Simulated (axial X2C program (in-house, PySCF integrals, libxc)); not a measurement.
## LiNb⁻: from the spin-free to the two-component result

All values were computed with an axial X2C code built on PySCF integrals. Spin-free means the one-electron spin-free X2C Hamiltonian; two-component (2c) means X2C with spin–orbit coupling and atomic mean-field two-electron Coulomb and Gaunt terms, so the difference of the two also holds small scalar two-electron terms. Basis: Nb dyall-acv3z [12s13p10d5f3g], Li dyall-av3z [9s9p3d] (cores contracted in-house); Gaussian nuclei, density fitting, unrestricted open shells. Masses: Nb 92.906 u, Li 7.016 u.

Spin-free state: M_S = 5/2, Λ = 1 (beyond evenly filled blocks: 2 × σα, π+α, δ+α, δ-α); fragments Nb + Li- for PBE0; Nb- + Li for r2SCAN.

```csv
level,Re (Å),ωe (cm⁻¹),De (eV),μ (D)
PBE0,3.103,209.5,n/a,-8.78
r2SCAN,3.134,204.0,0.779,-8.77
```

Dipoles are positive if Li is the positive end and refer to the centre of mass.

Two-component determinant lowest at the distance of the search:

Ω = 1/2 (⟨Sz⟩ = 2.50, ⟨Lz⟩ = -2.00 at PBE0); fragments Nb + Li- for PBE0; Nb- + Li for r2SCAN.

| level | Re (Å) | ωe (cm⁻¹) | μ (D) |
| --- | --- | --- | --- |
| PBE0 | 2.914 | 227.8 | -8.66 |
| r2SCAN | 2.948 | 221.2 | -8.30 |

Question: From the two tables, how do the constants change at the PBE0 level (2c against spin-free)?

Answer: At the PBE0 level Re falls by 0.189 Å and ωe increases by 18.3 cm⁻¹. The two determinants differ in configuration, so these shifts compare two states and are not the spin–orbit effect on one state.

The state is one determinant whose occupation by symmetry is held fixed; it was picked as the lowest of a PBE0 search that is not exhaustive. Dissociation energies refer to the lowest single-determinant-based atoms at the same level and basis. De is not given where an atomic determinant may have missed its ground term or J level, or where the truncated virtual space spoils (T). Density functionals use the spin component along the axis (collinear). PBE0 can misorder states that lie within some tenths of an eV, so this need not be the ground state of the molecule. The nearest other spin-free determinant of the search, M_S = 5/2, Λ = 2, lies 0.004 eV up at the distance of the search. Without a current term, density functionals place determinants with orbital angular momentum somewhat too high. With several unpaired electrons one determinant need not be a pure state. The bond is weak and the correlated curve of this state has no minimum in the scanned range, so this well may be an artefact of the functional. At some level and bond length an empty orbital lies below a filled one. The highest occupied level of some functionals is positive through self-interaction error; at Hartree–Fock it is bound. The determinant is spin-polarised beyond a pure state at some levels (its spin-free form has ⟨S²⟩ too high), which makes Re and μ there less reliable.
